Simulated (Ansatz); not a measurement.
The same path of ClF₃H₃NSi (9 atoms, charge 0, multiplicity 1) was run twice with different band settings. Lost on the way: Si1–Cl2, N6–H9. Made: Cl2–H9.

The calculation used RKS B3LYP/def2-SVP (Ansatz 0.2.0).

Relaxed end points:

```xyz
9
Properties=species:S:1:pos:R:3
Si -0.074 -0.001 0.170
Cl 0.544 0.226 2.151
F 1.404 -0.002 -0.505
F -0.652 1.299 -0.623
F -0.528 -1.478 -0.344
N -2.029 -0.009 0.953
H -2.705 -0.128 0.193
H -2.245 0.867 1.433
H -2.164 -0.774 1.618
```

```xyz
9
Properties=species:S:1:pos:R:3
Si -0.549 -0.031 -0.550
Cl -0.362 0.562 3.633
F 0.714 -0.955 -0.226
F -0.118 1.506 -0.635
F -1.065 -0.455 -2.009
N -1.703 -0.203 0.701
H -2.025 -1.140 0.938
H -2.479 0.456 0.731
H -0.863 0.261 2.461
```

Common settings: spring 5.0 eV/Å²; optimiser quadratic models (default); start path through a guess of the saddle point; force threshold 0.05 eV/Å; iteration limit 60; end points relaxed.

| run | movable images | climbing image |
| --- | --- | --- |
| 1 | 7 | yes |
| 2 | 6 | no |

Problem. What does each run give, and how far can it be trusted?

Solution. Run 1: converged after 31 iterations, highest image 1.178 eV above the first end. A vibrational analysis at the climbing image gives one clearly imaginary mode, 563i cm⁻¹: a first-order saddle point.
Run 2: converged after 42 iterations, highest image 0.774 eV above the first end. The profile has 2 maxima (images 2, 5) with wells between them (image 3): this band takes more than one step, which may be the mechanism or a detour left from its start path. No image climbed, so the highest image needn't sit at the top of the path. A band with more images between the same ends climbed to 1.18 eV, so this one has probably stepped over the top.
The orbitals stay closed-shell, which can raise the energy where a bond breaks towards radicals; this wasn't checked here.
